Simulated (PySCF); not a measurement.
Gas-phase reaction: NbCl5 + O3 → NbOCl3 + 2 ClO, at 1000 K and a standard pressure of 1 bar. Level: LDA/def2-TZVP†.

Computed with PySCF and rigid-rotor harmonic-oscillator thermochemistry at 1 bar. † marks an energy on the PBE0/def2-TZVP geometry and frequencies. Open shells (unrestricted): ClO (multiplicity 2, electronic degeneracy 4); the rest are closed-shell singlets. Spin-orbit splitting is ignored; it lowers the true energy and changes the entropy of ClO. Nb: scalar-relativistic def2 core potential, no spin-orbit coupling. The harmonic model lacks anharmonicity and excited electronic states, which grow with temperature; levels with a mode under 35 cm⁻¹ are left out. Strong static correlation: O3. Soft modes under 120 cm⁻¹ make the harmonic entropy rough for NbCl5, NbOCl3.

```
species       E (Ha)  H(1000 K) − E (kJ/mol)  S°(1000 K) (J/mol/K)
-------  -----------  ----------------------  --------------------
NbCl5    -2350.86929                   134.4                 556.8
O3        -223.96188                    63.7                 292.6
NbOCl3   -1508.10336                   110.7                 477.6
ClO       -533.34078                    38.5                 268.0
```
E: electronic energy; H − E holds the zero-point and thermal terms. 1 Ha = 2625.5 kJ/mol.

### Question
Work out ΔH°, ΔS°, ΔG° and log10 K from these numbers.

### Answer
1. ΔE = 1×(-1508.10336) + 2×(-533.34078) − 1×(-2350.86929) − 1×(-223.96188) = 0.04625 Ha = 121.4 kJ.
2. Δ(H − E) = 1×(110.7) + 2×(38.5) − 1×(134.4) − 1×(63.7) = -10.4 kJ, so ΔH° = 111.0 kJ.
3. ΔS° = 1×(477.6) + 2×(268.0) − 1×(556.8) − 1×(292.6) = 164.2 J/K; the number of gas molecules changes by +1.
4. ΔG° = ΔH° − TΔS° = 111.0 − 1000×(164.2)/1000 = -53.2 kJ.
5. log10 K = −ΔG°/(RT ln 10) = 2.78, with RT ln 10 = 19.14 kJ/mol; at standard pressures the products are favoured.
6. A shift of 10 kJ in ΔE would move log10 K by 0.52 here.
7. Lowering the total pressure from 1 bar to 0.01 bar multiplies the mole-fraction quotient K_x = K (p/p°)^(−Δn) by 10^2, which pushes the balance towards the products.
For scale, ΔH°(298 K) is 115 kJ at this level, -24 kJ at ωB97M-V/def2-TZVP†, and runs from -39 to 252 kJ over the 13 levels computed.
